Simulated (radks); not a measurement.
Neutral aluminium inside a hard spherical wall (all orbitals vanish at R), configuration held at [Ne] 3s2 3p1 and not refilled when levels cross. Calculated with a radial shooting solver on a logarithmic mesh with Libxc functionals: scalar-relativistic Kohn-Sham, PBE, spin-unpolarised, spherical densities, point nucleus. Eigenvalues in eV, with the zero of energy where the potential of the charges vanishes at infinity; a dash marks a level that is unbound or too diffuse for the functional's potential to be trusted. A positive occupied level is held by the wall or, in an anion where self-interaction has pushed it up, behind a barrier. The pressure on the wall is -dE/dV.

R (bohr)  E (hartree)  kinetic (hartree)    e(2s)    e(2p)   e(3s)   e(3p)  e(4s, empty)  e(4p, empty)  pressure (GPa)
free       -242.68469            243.126  -108.17  -69.643  -7.753  -2.712             -             -               0
12         -242.68453            243.128  -108.14  -69.619  -7.734  -2.693         0.175         1.456         0.00230
10         -242.68375            243.133  -108.06  -69.542  -7.679  -2.628         0.861         2.635          0.0194
8          -242.67899            243.162  -107.76  -69.239  -7.475  -2.359         2.712         5.370           0.194
7          -242.66987            243.211  -107.35  -68.825  -7.200  -1.976         4.775         8.115           0.695
6          -242.64386            243.337  -106.47  -67.943  -6.597  -1.129         8.655        12.910            2.78
5          -242.56416            243.671  -104.58  -66.050  -5.164   0.838        16.526        21.985            12.6
4          -242.29994            244.584  -100.62  -62.077  -1.405   5.744        34.171        41.097            68.0
3          -241.30380            247.390  -92.348  -53.776  10.355  19.889        80.504        88.249             492
1.5        -224.99280            285.680  -42.559   -1.136  169.15  175.51        514.70        484.00           41800
